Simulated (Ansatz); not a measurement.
Start from `[F][Ga]([Cl])[GeH3]` and change one atom or group to get `[F][Ga]([SH])[Cl]`.

Ansatz, PBE0-D4/def2-TZVP geometries, multiplicity 1. Each molecule was computed in one conformer, which needn't be the lowest.

Scalar relativity is left out up to krypton.

```tsv
property	`[F][Ga]([Cl])[GeH3]`
HOMO energy (PBE/def2-TZVPP) / eV	-7.42
HOMO–LUMO gap (ωB97M-V/def2-TZVPP) / eV	10.64
size of the dipole moment (PBE/def2-TZVPP) / D	2.95
HOMO energy (PBE0/def2-TZVPP) / eV	-8.63
LUMO energy (PBE0/def2-TZVPP) / eV	-1.79
HOMO–LUMO gap (PBE/def2-TZVPP) / eV	4.90
```

Give the same properties after the change, and the shifts. (An estimate is asked.)

The calculation gave: 
```tsv
property	`[F][Ga]([SH])[Cl]`	shift
HOMO energy (PBE/def2-TZVPP) / eV	-7.20	0.22
HOMO–LUMO gap (ωB97M-V/def2-TZVPP) / eV	11.00	0.36
size of the dipole moment (PBE/def2-TZVPP) / D	1.55	-1.40
HOMO energy (PBE0/def2-TZVPP) / eV	-8.46	0.17
LUMO energy (PBE0/def2-TZVPP) / eV	-1.58	0.21
HOMO–LUMO gap (PBE/def2-TZVPP) / eV	4.68	-0.22
```

Dipoles are sizes alone; their direction can turn.
